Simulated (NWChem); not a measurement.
System: CH$_{2}$Cl$_{2}$F$_{2}$Si; SMILES FC(F)[SiH](Cl)Cl

NWChem input:

```
start job
memory heap 200 mb stack 900 mb global 1100 mb
geometry units angstroms noautosym nocenter noautoz
  F      0.125167     2.348154     0.646846
  C      0.763326     1.337028     0.003965
  F      0.603890     1.503444    -1.327393
  Si    -0.005121    -0.324488     0.574512
  Cl    -1.940170    -0.414513    -0.085144
  Cl     1.113661    -1.836089    -0.249838
  H      1.843783     1.410940     0.234729
  H      0.028380    -0.432060     2.051745
end
basis spherical
  F library def2-svp
  C library def2-svp
  Si library def2-svp
  Cl library def2-svp
  H library def2-svp
end
dft
  xc b3lyp
  iterations 150
  mulliken
end
task dft energy
esp
  recalculate
  probe 0.07
  range 0.3
  factor 1.0
  spacing 0.02
end
task esp
```

Parts of the log:

```
             Northwest Computational Chemistry Package (NWChem) 7.3.0
             --------------------------------------------------------

                             Geometry "geometry" -> ""
                             -------------------------

 Output coordinates in angstroms (scale by  1.889725989 to convert to a.u.)

  No.       Tag          Charge          X              Y              Z
 ---- ---------------- ---------- -------------- -------------- --------------
    1 F                    9.0000     0.12516700     2.34815400     0.64684600
    2 C                    6.0000     0.76332600     1.33702800     0.00396500
    3 F                    9.0000     0.60389000     1.50344400    -1.32739300
    4 Si                  14.0000    -0.00512100    -0.32448800     0.57451200
    5 Cl                  17.0000    -1.94017000    -0.41451300    -0.08514400
    6 Cl                  17.0000     1.11366100    -1.83608900    -0.24983800
    7 H                    1.0000     1.84378300     1.41094000     0.23472900
    8 H                    1.0000     0.02838000    -0.43206000     2.05174500

 Effective nuclear repulsion energy (a.u.)     454.7069343522

                                 NWChem DFT Module
                                 -----------------

 Summary of "ao basis" -> "ao basis" (spherical)
 ------------------------------------------------------------------------------
       Tag                 Description            Shells   Functions and Types
 ---------------- ------------------------------  ------  ---------------------
 F                          def2-svp                 6       14   3s2p1d
 C                          def2-svp                 6       14   3s2p1d
 Si                         def2-svp                 8       18   4s3p1d
 Cl                         def2-svp                 8       18   4s3p1d
 H                          def2-svp                 3        5   2s1p

            General Information
            -------------------
          SCF calculation type: DFT
          Wavefunction type:  closed shell.
          No. of atoms     :     8
          No. of electrons :    74
           Alpha electrons :    37
            Beta electrons :    37
          Charge           :     0
          Spin multiplicity:     1
          Use of symmetry is: off; symmetry adaption is: off
          Maximum number of iterations: 150
          AO basis - number of functions:   106
                     number of shells:    48
          Convergence on energy requested:  1.00D-06
          Convergence on density requested:  1.00D-05
          Convergence on gradient requested:  5.00D-04

              XC Information
              --------------
                         B3LYP Method XC Potential
                     Hartree-Fock (Exact) Exchange  0.200
                        Slater Exchange Functional  0.800 local
                    Becke 1988 Exchange Functional  0.720 non-local
              Lee-Yang-Parr Correlation Functional  0.810
                  VWN I RPA Correlation Functional  0.190 local

             Grid Information
             ----------------
          Grid used for XC integration:  medium
          Radial quadrature: Mura-Knowles
          Angular quadrature: Lebedev.
          Tag              B.-S. Rad. Rad. Pts. Rad. Cut. Ang. Pts.
          ---              ---------- --------- --------- ---------
          F                   0.50       49          11.0       434
          C                   0.70       49           8.0       434
          Si                  1.10       88           8.0       590
          Cl                  1.00       88          11.0       590
          H                   0.35       45          10.0       434
          Grid pruning is: on
          Number of quadrature shells:   501
          Spatial weights used:  Erf1

      Superposition of Atomic Density Guess
      -------------------------------------

 Sum of atomic energies:       -1444.59397401

      Non-variational initial energy
      ------------------------------

 Total energy =   -1446.246525
 1-e energy   =   -2907.318567
 2-e energy   =    1006.365107
 HOMO         =      -0.298797
 LUMO         =       0.082165

     ---------------------------------------------
      Total Density - Mulliken Population Analysis
     ---------------------------------------------

    Atom       Charge   Shell Charges
 -----------   ------   -------------------------------------------------------
    1 F    9     9.43   1.99  1.14  0.77  3.45  2.06  0.00
    2 C    6     5.35   1.99  0.90  0.28  1.48  0.61  0.09
    3 F    9     9.42   1.99  1.14  0.77  3.45  2.06  0.00
    4 Si  14    12.93   2.00  1.99  0.99  0.12  5.93  0.94  0.73  0.22
    5 Cl  17    17.40   2.00  1.99  1.22  0.72  5.94  2.16  3.35  0.01
    6 Cl  17    17.40   2.00  1.99  1.22  0.72  5.94  2.16  3.36  0.01
    7 H    1     0.98   0.72  0.24  0.02
    8 H    1     1.09   0.70  0.38  0.01

   convergence    iter        energy       DeltaE   RMS-Dens  Diis-err
 ---------------- ----- ----------------- --------- --------- ---------
 d= 0,ls=0.0,diis     1  -1448.3104264504 -1.90D+03  1.62D-02  1.25D+00
 d= 0,ls=0.0,diis     2  -1448.2054792921  1.05D-01  9.18D-03  2.36D+00
 d= 0,ls=0.0,diis     3  -1448.4479965836 -2.43D-01  1.23D-03  3.52D-02
 d= 0,ls=0.0,diis     4  -1448.4504001573 -2.40D-03  5.19D-04  5.59D-03
 d= 0,ls=0.0,diis     5  -1448.4509053498 -5.05D-04  1.39D-04  2.23D-04
  Resetting Diis
 d= 0,ls=0.0,diis     6  -1448.4509321190 -2.68D-05  2.81D-05  7.69D-06
 d= 0,ls=0.0,diis     7  -1448.4509329421 -8.23D-07  1.62D-05  9.67D-07
 d= 0,ls=0.0,diis     8  -1448.4509328816  6.05D-08  8.33D-06  1.68D-06

         Total DFT energy =    -1448.450932881620
      One electron energy =    -2908.699155971730
           Coulomb energy =     1110.197671442176
    Exchange-Corr. energy =     -104.656382704274
 Nuclear repulsion energy =      454.706934352208

 Numeric. integr. density =       74.000001511051

                       DFT Final Molecular Orbital Analysis
                       ------------------------------------

 Vector   35  Occ=2.000000D+00  E=-3.448872D-01
              MO Center= -1.0D+00, -6.2D-01, -2.1D-02, r^2= 3.6D+00
   Bfn.  Coefficient  Atom+Function         Bfn.  Coefficient  Atom+Function
  ----- ------------  ---------------      ----- ------------  ---------------
    73      0.498914  5 Cl pz                70      0.380952  5 Cl pz
    90      0.269555  6 Cl py                67      0.220406  5 Cl pz
    87      0.190907  6 Cl py                89      0.159511  6 Cl px
    72     -0.150101  5 Cl py               102     -0.119373  8 H  s
    86      0.118670  6 Cl px                69     -0.113683  5 Cl py

 Vector   36  Occ=2.000000D+00  E=-3.354965D-01
              MO Center= -5.5D-01, -1.0D+00, -1.2D-01, r^2= 4.0D+00
   Bfn.  Coefficient  Atom+Function         Bfn.  Coefficient  Atom+Function
  ----- ------------  ---------------      ----- ------------  ---------------
    89     -0.402222  6 Cl px                72      0.367159  5 Cl py
    86     -0.304235  6 Cl px                69      0.279928  5 Cl py
    73      0.236984  5 Cl pz                71     -0.201101  5 Cl px
    70      0.182327  5 Cl pz                83     -0.175648  6 Cl px
    66      0.161634  5 Cl py                68     -0.149667  5 Cl px

 Vector   37  Occ=2.000000D+00  E=-3.090588D-01
              MO Center=  2.6D-01,  4.9D-01,  1.1D-01, r^2= 4.1D+00
   Bfn.  Coefficient  Atom+Function         Bfn.  Coefficient  Atom+Function
  ----- ------------  ---------------      ----- ------------  ---------------
    19     -0.257642  2 C  py                17      0.239154  2 C  s
    18     -0.216466  2 C  px                90     -0.205876  6 Cl py
     5     -0.200320  1 F  py                97     -0.196840  7 H  s
    33     -0.184341  3 F  py                45      0.183615  4 Si s
    72     -0.181535  5 Cl py                51      0.178667  4 Si py

 Vector   38  Occ=0.000000D+00  E=-1.248636D-03
              MO Center= -1.3D-01, -5.2D-01,  3.4D-01, r^2= 3.6D+00
   Bfn.  Coefficient  Atom+Function         Bfn.  Coefficient  Atom+Function
  ----- ------------  ---------------      ----- ------------  ---------------
    45      0.604887  4 Si s                 54     -0.589924  4 Si py
    53     -0.570633  4 Si px                71     -0.490812  5 Cl px
    64     -0.401086  5 Cl s                 89      0.369257  6 Cl px
    17      0.335925  2 C  s                 55     -0.298916  4 Si pz
    44      0.248367  4 Si s                 68     -0.202248  5 Cl px

 Vector   39  Occ=0.000000D+00  E= 5.642839D-03
              MO Center=  7.3D-02, -1.1D-02,  6.3D-01, r^2= 3.6D+00
   Bfn.  Coefficient  Atom+Function         Bfn.  Coefficient  Atom+Function
  ----- ------------  ---------------      ----- ------------  ---------------
    53      0.858891  4 Si px                54     -0.676786  4 Si py
    82     -0.460571  6 Cl s                 64      0.377710  5 Cl s
    90     -0.338949  6 Cl py                91     -0.264402  6 Cl pz
    71      0.261861  5 Cl px                50      0.254702  4 Si px
    51     -0.223037  4 Si py                22     -0.215089  2 C  py

 Vector   40  Occ=0.000000D+00  E= 4.615388D-02
              MO Center=  2.3D-01, -1.1D-01,  5.0D-01, r^2= 4.4D+00
   Bfn.  Coefficient  Atom+Function         Bfn.  Coefficient  Atom+Function
  ----- ------------  ---------------      ----- ------------  ---------------
   103     -1.083466  8 H  s                 55      1.024735  4 Si pz
    17      0.921883  2 C  s                 98     -0.587690  7 H  s
    54     -0.575619  4 Si py                45      0.384935  4 Si s
    23      0.358868  2 C  pz                53     -0.328311  4 Si px
    52      0.263877  4 Si pz                73     -0.241263  5 Cl pz

     ---------------------------------------------
      Total Density - Mulliken Population Analysis
     ---------------------------------------------

    Atom       Charge   Shell Charges
 -----------   ------   -------------------------------------------------------
    1 F    9     9.22   1.99  1.14  0.79  3.35  1.95  0.01
    2 C    6     5.72   1.99  0.94  0.17  1.95  0.56  0.11
    3 F    9     9.22   1.99  1.14  0.78  3.35  1.94  0.01
    4 Si  14    13.38   2.00  1.98  1.12  0.02  5.93  1.25  0.75  0.34
    5 Cl  17    17.20   2.00  1.98  1.28  0.68  5.93  2.17  3.14  0.02
    6 Cl  17    17.22   2.00  1.98  1.27  0.68  5.93  2.17  3.16  0.02
    7 H    1     0.97   0.76  0.19  0.02
    8 H    1     1.06   0.75  0.31  0.01

     -------------------------------------------
      Total Density - Lowdin Population Analysis
     -------------------------------------------

    Atom       Charge   Shell Charges
 -----------   ------   -------------------------------------------------------
    1 F    9     9.10   1.98  1.02  0.74  3.23  2.12  0.01
    2 C    6     5.96   1.96  0.63  0.34  1.76  1.03  0.24
    3 F    9     9.10   1.98  1.02  0.74  3.23  2.12  0.01
    4 Si  14    13.70   2.00  1.93  0.72  0.33  5.81  1.27  1.09  0.54
    5 Cl  17    17.02   2.00  1.96  1.05  0.78  5.82  2.27  3.11  0.02
    6 Cl  17    17.04   2.00  1.96  1.05  0.79  5.82  2.27  3.12  0.02
    7 H    1     0.99   0.66  0.27  0.07
    8 H    1     1.09   0.65  0.41  0.03

     Multipole analysis of the density
     ---------------------------------

     L   x y z        total         alpha         beta         nuclear
     -   - - -        -----         -----         ----         -------
     0   0 0 0     -0.000000    -37.000000    -37.000000     74.000000

     1   1 0 0      0.447490      1.271329      1.271329     -2.095168
     1   0 1 0     -0.158989     -0.894310     -0.894310      1.629632
     1   0 0 1      0.521806      1.646247      1.646247     -2.770688

     2   2 0 0    -38.971592   -189.819073   -189.819073    340.666553
     2   1 1 0      1.281480      3.385105      3.385105     -5.488730
     2   1 0 1      0.715782     14.533997     14.533997    -28.352212
     2   0 2 0    -42.808370   -279.550479   -279.550479    516.292587
     2   0 1 1      0.135009     -1.671626     -1.671626      3.478261
     2   0 0 2    -40.420672    -73.229122    -73.229122    106.037571

                     NWChem Electrostatic Potential Fit Module
                     -----------------------------------------

 Atom parameters

 Number of atoms is                                    8
 Number of basis functions is                        106

 Grid parameters

 Maximum number of grid points is                  38110
 Number of grid points is                          38109
 Grid range                                     0.300000 nm
 Grid spacing                                   0.020000 nm
 Probe radius                                   0.070000 nm
 Atom radius factor                             1.000000

 Atomic radii

    1    0.100000
    6    0.147000
    9    0.128000
   14    0.187000
   17    0.169000
 FASTESP  F
  using M.O. file = ./job.movecs

    Atom              Coordinates                           Charge

                                                  ESP

    1 F     0.012517    0.234815    0.064685   -0.259390
    2 C     0.076333    0.133703    0.000397    0.514009
    3 F     0.060389    0.150344   -0.132739   -0.255632
    4 Si   -0.000512   -0.032449    0.057451    0.326781
    5 Cl   -0.194017   -0.041451   -0.008514   -0.117291
    6 Cl    0.111366   -0.183609   -0.024984   -0.153517
    7 H     0.184378    0.141094    0.023473   -0.008696
    8 H     0.002838   -0.043206    0.205175   -0.046264
                                            ------------
                                                0.000000

 Dipole moment                                  0.761417

 Quadrupole moment Qxx                          3.433083
                   Qyy                         -6.151705
                   Qzz                          2.718621

 RMS deviation kJ/mol                           0.058626

 RRMS %                                        29.012222
```

Level: B3LYP/def2-SVP. The geometry was optimised at PBE0/def2-SVP.
